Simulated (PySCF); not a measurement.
CH3FO3Si, SMILES C(=O)O[Si@H](F)O. The structure is a stationary point at PBE-D3(BJ)/def2-SVP. The structure was generated by enumeration; whether it is a known compound was not checked. The values are those of a single conformer.

### Question
Give the equilibrium geometry at PBE-D3(BJ)/def2-SVP (PySCF confirms it by a frequency run) as bond lengths and angles. (An estimate is asked for; the answer gives what the named calculation found.)

### Answer
Several could match; the one computed here: 
Atoms: O1 C2 O3 Si4 O5 F6 H7 H8 H9. Bonds (Å): O1–C2 1.218, C2–O3 1.342, C2–H7 1.118, O3–Si4 1.731, Si4–O5 1.642, Si4–F6 1.626, Si4–H8 1.479, O5–H9 0.989. Bond angles (°): O1–C2–O3 125.8, O1–C2–H7 123.4, O3–C2–H7 110.8, C2–O3–Si4 122.8, O3–Si4–O5 109.9, O3–Si4–F6 104.3, O3–Si4–H8 107.4, O5–Si4–F6 113.0, O5–Si4–H8 113.0, F6–Si4–H8 108.7, Si4–O5–H9 109.2.
